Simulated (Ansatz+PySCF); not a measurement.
The numbers below are computed, except where a source is named.
## Several solutions for quintet MoO

```xyz
2

Mo    0.0000    0.0000    0.0000
O     0.0000    0.0000    1.7000
```

Basis set: def2-SVP (spherical functions, with the set's core potentials past Kr). Charge 0, multiplicity 5.

PBE0 (restricted open-shell) was run from several starts with Ansatz (development build ahead of 0.2.0) and PySCF 2.14.0.

| run | program | start | converged | energy (hartree) | <S²> |
| --- | --- | --- | --- | --- | --- |
| A | PySCF | program defaults | yes | -143.13996 | 6.00 |
| B | Ansatz | atomic start, no search | yes | -143.19008 | 6.00 |
| C | Ansatz | stability test followed | yes | -143.19008 | 6.00 |
| D | Ansatz | search for the lowest state | yes | -143.19008 | 6.00 |

(1) Which runs reached the lowest solution of this kind, and what is wrong with the others?

## Answers

(1) B, C, D reached the lowest solution found. Converged but too high: A by 1.36 eV. Convergence only shows a stationary point, and even a stable one can lie too high; stability tests and further starts are what find lower ones.
